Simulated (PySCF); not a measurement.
CH3BeBrS, SMILES C[S][Be][Br]. Heavy atoms are numbered as in [Be:1]([Br:2])[S:3][CH3:4]. Hydrogens are named by the atom that carries them.

Coordinates come from a PBE0-D3(BJ)/def2-SVP optimisation. Other conformers were not sampled.

Computed with PBE0/pcSseg-1 in PySCF.

GIAO shieldings, no solvent; atoms alike by connectivity are averaged. δ = σ(ref) − σ: ³³S against H2S (σ = 716.7 ppm); ¹³C against TMS (σ = 186.3 ppm); ¹H against TMS (σ = 31.56 ppm), references at their B3LYP-D3(BJ)/def2-TZVP geometries, non-relativistic (without spin–orbit terms, shifts of atoms bonded to Cl or Br come out too high).

| atoms | nucleus | count | δ (ppm) |
|---|---|---|---|
| S3 | ³³S | 1 | (withheld) |
| C4 (CH3) | ¹³C | 1 | 11.0 |
| H on C4 | ¹H | 3 | 2.36 |

Fill in the missing entries. (An estimate is asked for; the answer gives what the named calculation found.)


- S3, δ (ppm): 40.0
